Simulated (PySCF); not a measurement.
Structure problem from calculated spectra and properties.

Formula: C5H10O2.

| Property | Result |
| --- | --- |
| Couplings | largest of the computed one-bond spin–spin couplings (means over like bonds): 13C–1H +134.8 (×9), 17O–1H -75.3, 13C–13C +56.4, 13C–13C +35.7 (×3), 17O–13C +35.2, 17O–13C +31.6 Hz [B3LYP/pcJ-1, spin–dipole term left out] |
| Triplet | lowest triplet excitation (Tamm–Dancoff): 5.34 eV [TDA CAM-B3LYP/def2-SVPD] |
| UV, first state | lowest singlet excitation: 5.86 eV (212 nm, f = 0.001) [TDDFT CAM-B3LYP/def2-SVPD] |
| Rotational structure | rotational constants A, B, C: 3.336, 2.389, 2.004 GHz [PBE0-D3(BJ)/def2-SVP] |
| 13C NMR | chemical shifts (computed TMS as zero) by class: 182.2 (1 C), 38.2 (1 C), 28.8 (3 C) ppm [GIAO PBE0/pcSseg-1] |
| Polarisability | 68.1 au [CAM-B3LYP/def2-SVPD] |

Electronic properties: PySCF, gas phase, density fitting. Levels stand in brackets. The structure is a single PBE0-D3(BJ)/def2-SVP conformer in the gas phase; no vibrational or solvent corrections. NMR classes are plain means over equivalent atoms (diastereotopic ones count apart unless rotation or inversion swaps them), as if these changed places fast.

Question: Propose a structure and show how it fits.

Answer: Numbering: `[CH3:1][C:2]([CH3:3])([CH3:4])[C:5](=[O:6])[OH:7]`. Its formula, C5H10O2, gives 1 degree of unsaturation: 0 rings and 1 π bond in the structure found. 5 carbons fall into 3 classes; from least to most shielded: carboxylic acid carbon [C5] (182.2 ppm), sp3 carbon next to a carbonyl [C2] (38.2 ppm), methyl carbon [C1/C3/C4] (28.8 ppm, 3 C). The couplings run between: +134.8 Hz, methyl carbon [C1] and its hydrogen (with 8 like pairs); -75.3 Hz, acid hydroxyl oxygen [O7] and its hydrogen; +56.4 Hz, sp3 carbon next to a carbonyl [C2] and carboxylic acid carbon [C5]; +35.7 Hz, methyl carbon [C1] and sp3 carbon next to a carbonyl [C2] (with 2 like pairs); +35.2 Hz, acid hydroxyl oxygen [O7] and carboxylic acid carbon [C5]; +31.6 Hz, acid carbonyl oxygen [O6] and carboxylic acid carbon [C5]. By its constants the optimised geometry is an asymmetric top. Structure: `CC(C)(C(O)=O)C`. Computed isomers that give other values at the same levels: `CCCC(=O)OC` (rotational constant A: 6.237 GHz; this holds for the one conformer computed); `CC(=O)OC(C)C` (13C chemical shifts (computed TMS as zero) by class: 173.6 (1 C), 66.6 (1 C), 22.5 (2 C), 22.5 (1 C) ppm); `CCOCCC=O` (rotational constant A: 10.917 GHz; this holds for the one conformer computed). The assignments are read from this structure; whether some other isomer fits the data as well wasn't checked.

Conformer computed: `[CH3:1][C:2]([CH3:3])([CH3:4])[C:5](=[O:6])[OH:7]`: C1–C2–C5–O6 -1°, H–O7–C5–C2 180°.
